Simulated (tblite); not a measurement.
Compound: C₅H₉NOSi.
Atom-mapped SMILES: `[CH3:1][CH2:2][O:3][SiH2:4]/[CH:5]=[CH:6]/[C:7]#[N:8]` (hydrogens: H9, H10, H11 on C1; H12, H13 on C2; H14, H15 on Si4; H16 on C5; H17 on C6)

Structure used (GFN2-xTB), in Å, numbered top down from 1:
```
atom  x, y, z in Å
C1    -2.4826   -1.1415    0.2760
C2    -1.9743   -0.0173   -0.6135
O3    -0.5985    0.1529   -0.4117
Si4    0.4296    1.1957   -1.0940
C5     2.0586    0.7537   -0.2714
C6     2.2146   -0.2073    0.6408
C7     3.4556   -0.5073    1.2332
N8     4.4694   -0.7492    1.7142
H9    -3.5498   -1.2792    0.1260
H10   -1.9679   -2.0683    0.0355
H11   -2.2988   -0.9022    1.3204
H12   -2.1610   -0.2522   -1.6683
H13   -2.4949    0.9191   -0.3796
H14    0.0695    2.5886   -0.8063
H15    0.5199    1.0071   -2.5462
H16    2.9268    1.3277   -0.5682
H17    1.3769   -0.8081    0.9697
```

Computed with GFN2-xTB (tblite): harmonic, unscaled wavenumbers at the GFN2-xTB geometry, gas phase. Errors from tens to a few hundred cm⁻¹ against measured bands are possible. Modes of hydrogen on silicon can be 10 to 20 % off. One conformer, not necessarily the lowest.

How many normal modes are there?

17 atoms, non-linear: 3N − 6 = 45.

What is the point group of the computed structure, and how do the modes divide by symmetry?

Cs. The vibrations span 28 a′ + 17 a″.

How many distinct wavenumbers does the calculation give?

45: Cs has no degenerate species.

How many fundamentals are allowed in the infrared by symmetry?

45 of 45: in Cs every mode is allowed. All fundamentals are allowed in the Raman spectrum.

Zero-point energy?

½Σν̃ = 27637 cm⁻¹ = 79.0 kcal/mol (45 modes); those above 1550 cm⁻¹ give 42.2 kcal/mol of it.

What thermal excitation has the softest real mode at 77 K?

32.3 cm⁻¹ is a vibrational temperature θ of 46 K. The population of v = 1 over v = 0 is exp(−θ/T) = 0.55, and the mean quantum number is 1.2.
